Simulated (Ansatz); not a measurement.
Frontier orbitals of `F[B@H-]1[NH2+][B@@H-](F)[NH2+]1`.

Charge 0, multiplicity 1. The structure was optimised at the PBE0-D4/def2-TZVP level. Basis def2-TZVPP, Ansatz.

Orbital energies of one run (eV). Highest occupied ones, from the top: -8.47, -9.65, -9.99, -10.94, -11.96, -12.10, -12.43, -12.47, -13.24, -14.14, -14.81, -15.57, -15.91, -17.01. Empty: 1.28, 1.53, 2.01, 2.64, 2.81, 3.38.

Question: Which functional gave them?
A. BLYP
B. B3LYP
C. r2SCAN0
D. HSE06 (plane-wave form)

Answer: C. HOMO energies: r2SCAN0 -8.47, HSE06 -7.83, B3LYP -8.06, BLYP -6.67 eV.

B3LYP here is the variant with VWN-RPA as its local correlation; programs differ in this.
